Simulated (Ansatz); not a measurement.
Start from `C[SiH2]C1CC1` and change one atom or group to get `C#CC1CC1`.

Ansatz, PBE0-D4/def2-TZVP geometries, multiplicity 1. Each molecule was computed in one conformer, which needn't be the lowest.

```tsv
property	`C[SiH2]C1CC1`
HOMO energy (PBE/def2-TZVPP) / eV	-6.84
HOMO energy (ωB97M-V/def2-TZVPP) / eV	-10.34
LUMO energy (PBE/def2-TZVPP) / eV	0.20
size of the dipole moment (B3LYP/def2-TZVPP) / D	0.86
size of the dipole moment (PBE/def2-TZVPP) / D	0.90
LUMO energy (ωB97M-V/def2-TZVPP) / eV	2.40
```

Give the same properties after the change, and the shifts. (Best estimate.)

Ansatz gave: 
```csv
property,`C#CC1CC1`,shift
HOMO energy (PBE/def2-TZVPP) / eV,-6.03,0.81
HOMO energy (ωB97M-V/def2-TZVPP) / eV,-9.40,0.94
LUMO energy (PBE/def2-TZVPP) / eV,-0.07,-0.27
size of the dipole moment (B3LYP/def2-TZVPP) / D,0.99,0.13
size of the dipole moment (PBE/def2-TZVPP) / D,1.02,0.12
LUMO energy (ωB97M-V/def2-TZVPP) / eV,2.70,0.30
```

With PBE0 the HOMO rises by 0.89 eV and the LUMO falls by 0.08 eV, so the gap narrows by about 0.97 eV. PBE moves the HOMO by 0.81 eV and ωB97M-V by 0.94 eV. Dipoles are sizes alone; their direction can turn.

B3LYP here is the variant with VWN-RPA as its local correlation; programs differ in this.
